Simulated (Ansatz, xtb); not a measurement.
**Two isomers of C5H3FO2S**

Structure X is `O=COc1cc(F)cs1`, a singlet and structure Y is `O=C1OC(=S)C=C1CF`, a singlet. Both are isolated molecules in the gas phase, relaxed with PBE0-D3(BJ)/def2-SVP; the shapes shown needn't be the lowest conformers.

X (Å):

```xyz
12

C     1.9286   -1.9714    1.5165
C    -0.1031   -0.7816    1.8128
C     0.1314    0.4052    1.1713
C    -1.0198    1.2367    1.2645
C    -2.0727    0.6986    1.9459
F    -1.0440    2.4440    0.7203
O     2.5048   -1.1367    0.8918
O     0.6724   -1.8832    1.9988
S    -1.6827   -0.8816    2.5104
H     2.3318   -2.9616    1.8053
H     1.0552    0.6729    0.6670
H    -3.0437    1.1477    2.1405
```

Y (Å):

```yaml
atoms:
  - { symbol: C, position_ang: [-0.4383, 0.9403, 1.7452] }
  - { symbol: C, position_ang: [-0.5950, -1.2834, 1.5506] }
  - { symbol: C, position_ang: [-0.0584, -0.7712, 0.2886] }
  - { symbol: C, position_ang: [0.0410, 0.5647, 0.3919] }
  - { symbol: C, position_ang: [0.5212, 1.5647, -0.5903] }
  - { symbol: F, position_ang: [0.9024, 0.9574, -1.7488] }
  - { symbol: O, position_ang: [-0.5223, 2.0123, 2.2559] }
  - { symbol: O, position_ang: [-0.8046, -0.2272, 2.3846] }
  - { symbol: S, position_ang: [-0.9122, -2.8124, 1.9639] }
  - { symbol: H, position_ang: [0.1985, -1.4085, -0.5549] }
  - { symbol: H, position_ang: [-0.2791, 2.2976, -0.7992] }
  - { symbol: H, position_ang: [1.3729, 2.1264, -0.1658] }
```

Quicker runs give these differences E(Y) − E(X): GFN2-xTB +0.6 kcal/mol; HF/STO-3G +5.2 kcal/mol (at GFN2-xTB geometries); r2SCAN-D4/def2-SVP −6.0 kcal/mol (at GFN2-xTB geometries).

Q: Estimate which is lower in electronic energy at CCSD(T)/def2-SVP + ΔMP2/def2-TZVPP, and by roughly how much.

A: The CCSD(T)/def2-SVP + ΔMP2/def2-TZVPP calculation puts structure Y lower, by 5.6 kcal/mol.

The same difference at several levels:

| level | geometry | E(Y) − E(X) (kcal/mol) | departure from the last row (kcal/mol) | job, with rough time for the two |
| --- | --- | --- | --- | --- |
| GFN2-xTB | GFN2-xTB | +0.6 | +6.2 | optimisation, 0.15 s |
| HF/STO-3G | GFN2-xTB | +5.2 | +10.7 | single point, 0.52 s |
| r2SCAN-D4/def2-SVP | GFN2-xTB | −6.0 | −0.4 | single point, 4.3 s |
| PBE0-D3(BJ)/def2-SVP | PBE0-D3(BJ)/def2-SVP | −4.6 | +1.0 | optimisation, 37 s |
| HF/def2-SVP | PBE0-D3(BJ)/def2-SVP | −10.5 | −4.9 | part of the CCSD(T) run |
| MP2/def2-SVP | PBE0-D3(BJ)/def2-SVP | −4.6 | +1.0 | part of the CCSD(T) run |
| CCSD(T)/def2-SVP | PBE0-D3(BJ)/def2-SVP | −7.7 | −2.2 | single point |
| CCSD(T)/def2-SVP + ΔMP2/def2-TZVPP | PBE0-D3(BJ)/def2-SVP | −5.6 |  | single point, 2.1 min |

As drawn, Y has 1 C=S, 3 C–C, 1 C=C in place of 3 C∷C, 2 C∷S (∷ is an aromatic bond). Structure X has a 5-membered ring (with an aromatic ring), Y a 5-membered ring.

GFN2-xTB, HF/STO-3G put the two in the other order. The largest departure from CCSD(T)/def2-SVP + ΔMP2/def2-TZVPP is that of HF/STO-3G, 10.7 kcal/mol. The last row adds to CCSD(T) the change of the MP2 difference between the two basis sets, here +2.2 kcal/mol.

With thermal terms from frequencies at re-optimised GFN2-xTB minima (ideal gas, soft modes damped towards free rotors, one conformer each, 298.15 K, 1 atm): the zero-point term adds +0.4 kcal/mol; ΔH is −5.1 and ΔG −5.6 kcal/mol.

The correlated steps freeze 13 core orbitals. Programs: Ansatz 0.2.0, xtb 6.7.1; the last row on 4 threads of Arm Neoverse V1 on a shared host.
